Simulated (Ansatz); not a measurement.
`[CH3][W](=[NH])(=[NH])[OH]`. Charge 0, multiplicity 1. W: def2 effective core potential. The geometry is a stationary point of PBE0-D4/def2-TZVP. It is one conformer, not always the lowest.

```xyz
11

C     1.235   -0.690    0.813
W    -0.443    0.204   -0.129
N    -0.228   -0.181   -1.824
N    -0.266    1.907    0.231
O    -2.055   -0.510    0.586
H     2.172   -0.281    0.432
H     1.230   -1.769    0.630
H     1.189   -0.502    1.889
H    -0.066    0.051   -2.791
H    -0.159    2.894    0.063
H    -2.608   -1.124    0.101
```

Task: What is the dipole moment at ωB97M-V/def2-TZVPP? (Best estimate.)

Result: Computed: 1.30 D, with components (-0.26, -0.34, -1.23) D in this frame, pointing from negative to positive charge.

Task: And with PBE, r2SCAN, B3LYP? (Estimate.)

Result: The calculation gave: PBE 1.26 D, r2SCAN 1.25 D, B3LYP 1.28 D.

Task: Give the Mulliken charges with ωB97M-V, r2SCAN, PBE in def2-TZVPP. (Best estimate.)

Result: The calculation gave: 
```
atom  ωB97M-V  r2SCAN    PBE
  C1    -0.56   -0.41  -0.44
  W2     0.91    0.96   0.71
  N3    -0.39   -0.46  -0.38
  N4    -0.40   -0.47  -0.39
  O5    -0.42   -0.45  -0.38
  H6     0.13    0.09   0.11
  H7     0.13    0.08   0.11
  H8     0.13    0.09   0.11
  H9     0.14    0.18   0.18
 H10     0.13    0.17   0.17
 H11     0.19    0.22   0.20
```

B3LYP here is the variant with VWN-RPA as its local correlation; programs differ in this.
